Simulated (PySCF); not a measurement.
Spectroscopy problems

PySCF 2.14 calculation with GFN2-xTB structure and GIAO PBE0/pcSseg-1 shieldings; non-relativistic Hamiltonian, single conformer, in vacuum, one averaged value for each set of equivalent atoms.

References, each an isolated molecule treated in the same way: TMS for 1H, 13C. Where no couplings were computed, multiplicities follow the n + 1 count of equivalent neighbours, and m marks all less simple cases (inequivalent or close neighbours, rings, F or P nearby). Shifts are as computed. Against solution values, carbons near 30 ppm lie about +3 ppm off and those near 130 ppm about +5 ppm. Of 1309 compounds with measured shifts, 239 miss one by over three times the rms of a fit or turn the order of signals round; such compounds aren't used in these exercises. OH and NH positions are gas-phase values without hydrogen bonding to other molecules.

Problem. C2H10OSi4. 1H NMR (400 MHz, computed): δ 5.77 (m, 1H), 3.72 (d, 3H), 3.66 (d, 3H), 3.07 (m, 1H), 2.26 (d, 1H), 1.15 (br s, 1H). 13C{1H} NMR (computed): δ 105.5 (CH), 91.8 (C). Give a structure.

Solution. SMILES C#C[Si@@H](O)[SiH]([SiH3])[SiH3]. The formula gives 2 degrees of unsaturation (no ring in the answer). 2 carbon signals for 2 carbons: no two carbons are equivalent. Carbon types of the structure: 1 × C, 1 × CH, leaving 9 H on heteroatoms. δC 105.5: terminal alkyne carbon. δC 91.8: alkyne carbon; sp carbons lie upfield of alkene carbons because the cylindrical π system leaves one tensor component strongly shielded. δH 2.26: hydrogen on a terminal alkyne carbon; it lies on the axis of the triple bond, in its shielding cone. δH 1.15: hydrogen on an oxygen bonded to Si; labile proton, position sensitive to the medium.

The shifts were computed for this structure.

Problem. C2H10OSi4. 1H NMR (600 MHz, computed): δ 5.62 (t, 2H), 5.18 (s, 3H), 4.29 (t, 2H), 4.28 (s, 3H). 13C{1H} NMR (computed): δ 117.0 (C), 114.4 (C). What is it?

Solution. `[SiH3]C#C[SiH2][SiH2]O[SiH3]`. Rings plus π bonds: 2 (no ring in the answer). 2 carbon signals for 2 carbons: no two carbons are equivalent. Carbon types of the structure: 2 × C, leaving 10 H on heteroatoms. δC 117.0, 114.4: alkyne carbon. δH 5.62: hydrogen on a silicon bonded to O, Si. δH 5.18: hydrogen on a silicon bonded to O. δH 4.28: hydrogen on a silicon bonded to C.

This is the structure that produced the data.
